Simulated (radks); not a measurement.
The numbers below are computed, except where a source is named.
All-electron atom: Cu6+ in [Ar] 3d(3/2: 3, 5/2: 2). Code: a radial shooting solver on a logarithmic mesh with Libxc functionals. Model: Dirac Kohn-Sham, relativistic LDA (MacDonald-Vosko exchange, VWN5 correlation), spin-unpolarised, spherical densities, finite nucleus; Fermi nuclear charge, rms radius 3.8823 fm.

Unscreened Slater integrals over Kohn-Sham orbitals (hartree). Large and small components are both included.

integral           value
F0(3d5/2,3d5/2)   1.2525
F2(3d5/2,3d5/2)  0.60600
F4(3d5/2,3d5/2)  0.38257
F0(3d5/2,3d3/2)   1.2548
F2(3d5/2,3d3/2)  0.60692
G2(3d5/2,3d3/2)  0.60614
G4(3d5/2,3d3/2)  0.38265
F0(3d5/2,3p3/2)   1.2597
F2(3d5/2,3p3/2)  0.60999
G1(3d5/2,3p3/2)  0.73794
G3(3d5/2,3p3/2)  0.45906
F0(3d5/2,3p1/2)   1.2674
G3(3d5/2,3p1/2)  0.46273
F0(3d3/2,3d3/2)   1.2571
F2(3d3/2,3d3/2)  0.60786
F0(3d3/2,3p3/2)   1.2620
F2(3d3/2,3p3/2)  0.61061
G1(3d3/2,3p3/2)  0.73790
G3(3d3/2,3p3/2)  0.45908
F0(3d3/2,3p1/2)   1.2697
G1(3d3/2,3p1/2)  0.74591
F0(3p3/2,3p3/2)   1.2790
F2(3p3/2,3p3/2)  0.64327
F0(3p3/2,3p1/2)   1.2865
G2(3p3/2,3p1/2)  0.64619
F0(3p1/2,3p1/2)   1.2943
